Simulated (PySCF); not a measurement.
**Peak assignment**

Mapped SMILES: `[NH2:1][c:2]1[cH:3][cH:4][c:5]([B:6]([OH:7])[OH:8])[cH:9][cH:10]1`; H(Xn) means a hydrogen on atom n.

- NMR shieldings at B97-2/pcSseg-1/GIAO
- coordinates at the PBE0-D3(BJ)/def2-SVP level
- program: PySCF
- isolated molecule, fast rotation and ring inversion assumed for equivalent nuclei, no relativistic terms, one computed conformer

Scale: ¹³C (183.69 ppm) and ¹H (31.38 ppm) vs TMS (reference shieldings calculated alike).

(1) Assign these signals to the numbered atoms. ¹³C{¹H} NMR (computed): δ 150.5, 140.3, 118.8, 112.5.

(2) Assign these signals to the numbered atoms. ¹H NMR (600 MHz, computed): δ 7.86 (d, 2H), 6.44 (d, 2H), 3.19 (br s, 2H), 2.52 (br s, 2H).

Answers

(1) 
150.5 → C2, aromatic carbon bearing nitrogen: the electronegative substituent deshields the carbon that carries it
140.3 → C4/C9, aromatic CH
118.8 → C5, substituted aromatic carbon
112.5 → C3/C10, aromatic CH: it is ortho or para to a lone-pair donor and shielded by resonance

(2) 
```tsv
δ (ppm)	atoms	environment	reason
7.86	H(C4)/H(C9)	hydrogen on an aromatic CH	it sits in the deshielding region of the aromatic ring current
6.44	H(C3)/H(C10)	hydrogen on an aromatic CH	–
3.19	H(N1)	hydrogen on an aniline-type nitrogen	exchangeable; this is the value without hydrogen bonding to other molecules
2.52	H(O7)/H(O8)	hydrogen on an oxygen bonded to B	labile proton, position sensitive to the medium
```

Exchangeable OH/NH protons stand at their gas-phase positions; hydrogen bonding in a real sample shifts them, mostly to higher δ. A carbon bonded to boron is broadened by the quadrupolar boron nucleus and is often missing from a measured spectrum. Shifts are as computed. Against solution values, carbons near 30 ppm lie about +1 ppm off and those near 130 ppm about +2 ppm. Of 1211 compounds with measured shifts, 218 miss one by over three times the rms of a fit or turn the order of signals round; such compounds aren't used in these exercises. No couplings were computed; multiplicities are counted from neighbouring protons, with m where these are inequivalent, close in shift, in a saturated or five-membered ring or joined by F or P, and br s for small geminal =CH2 splittings.
